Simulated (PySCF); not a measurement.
# Two-component Hartree-Fock for Ir(60+) (iridium, charge +60)

Start: [Ne] 3s2 3p5; 3p1/2 filled at m_j = -1/2, +1/2; 3p3/2 filled at m_j = -1/2, +1/2, +3/2. Calculated with PySCF 2.14 in an even-tempered Gaussian basis (18 s from 19 bohr⁻², ratio 2.4; 14 p from 24 bohr⁻², ratio 2.4; 4 d from 87 bohr⁻², ratio 2.6; 4 f from 130 bohr⁻², ratio 2.6): generalised Hartree-Fock with the X2C-1e Hamiltonian and a Gaussian nucleus; one run each with spin-orbit coupling (SO) switched off, then screened by Boettger's factors.

| spinor shell | electrons | ε, spin-free (eV) | ε, screened SO (eV) | weight of nominal j (screened SO) | rms radius, screened SO (bohr) |
| --- | --- | --- | --- | --- | --- |
| 1s1/2 | 2 | -81204.8 | -81175.3 | 1.000 | 0.0197 |
| 2s1/2 | 2 | -18039.7 | -18029.5 | 1.000 | 0.0786 |
| 2p1/2 | 2 | -16290.3 | -17481.1 | 1.000 | 0.0666 |
| 3s1/2 | 2 | -7099.2 | -7095.7 | 1.000 | 0.190 |
| 3p1/2 | 2 | -6575.2 | -6880.2 | 1.000 | 0.180 |
| 3p3/2 | 3 | -6575.2 | -6450.2 | 1.000 | 0.193 |

Question: Where does 2p3/2 lie, and what is the 2p spin-orbit splitting (screened SO)?

Answer: At -15813.2 eV, 1667.9 eV above 2p1/2.

| quantity | spin-free | screened SO |
| --- | --- | --- |
| E (hartree) | -13902.83728 | -13931.38228 |
| M_J | 3/2 | 3/2 |
| ⟨J²⟩ | 3.750 | 3.750 |
| ⟨L²⟩ | 2.000 | 2.055 |
| ⟨S²⟩ | 0.750 | 0.805 |

Each row is a mean over spinors that exchange with the open shell spreads, by up to 29.631 eV (3s1/2).

Breit and QED terms are absent; they matter most for the inner s and p1/2 levels.

Densities and radii are taken from the X2C orbitals without a picture-change correction, which distorts them close to the nucleus.

Without spin-orbit coupling the j labels of p, d and f shells carry no meaning; the spin-free column gives the mean over the occupied spinors of each nl shell.
